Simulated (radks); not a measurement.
Problem. Species: the phosphorus ion P4+. Configuration: [Ne] 3s1. Method: scalar-relativistic Kohn-Sham, exchange-only LDA, spin-polarised, spherical densities, point nucleus; open shells are filled with parallel spins first; computed with a radial shooting solver on a logarithmic mesh with Libxc functionals. Some entries of the table are withheld. Estimate them.

| orbital | occ. | eigenvalue (eV) | r(max) (bohr) | <r^2> (bohr^2) |
|---|---|---|---|---|
| 1s up | 1 | (1) | 0.06784 | 0.01453 |
| 1s down | 1 | (2) | 0.06785 | 0.01453 |
| 2s up | 1 | -227.1725 | 0.4193 | 0.3222 |
| 2s down | 1 | -226.7505 | 0.4193 | 0.3204 |
| 2p up | 3 | -178.7282 | 0.3524 | 0.2924 |
| 2p down | 3 | -178.2965 | 0.3523 | 0.2897 |
| 3s up | 1 | (3) | 1.431 | (4) |
| 3s down | 0 | (5) | 1.409 | (6) |

Solution. 
(1) 1s up eigenvalue (eV): -2131.893
(2) 1s down eigenvalue (eV): -2131.614
(3) 3s up eigenvalue (eV): -58.7467
(4) 3s up <r^2> (bohr^2): 2.908
(5) 3s down eigenvalue (eV): -53.8982
(6) 3s down <r^2> (bohr^2): 2.917
